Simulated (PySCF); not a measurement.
SiH3I, SMILES [SiH3]I. Heavy atoms are numbered as in [SiH3:1][I:2]. Hydrogens are named by the atom that carries them.

Coordinates come from a B3LYP-D3(BJ)/def2-TZVP optimisation. The def2 effective core potentials stand for the cores of I; spin–orbit coupling is left out.

These are PBE/def2-TZVPD run with PySCF values and carry that method's errors.

Mulliken values depend strongly on the basis, most of all with diffuse functions as here. ESP charges are fitted to the potential on shells at 1.4 to 2.0 van der Waals radii. Atomic charges (e), one atom of each kind:

```json
[
 {"atom": "Si1 (SiH3)", "ESP fit": "-0.10", "Mulliken": "0.08"},
 {"atom": "I2", "ESP fit": "-0.06", "Mulliken": "-0.07"},
 {"atom": "H on Si1", "ESP fit": "0.05", "Mulliken": "0.00"}
]
```
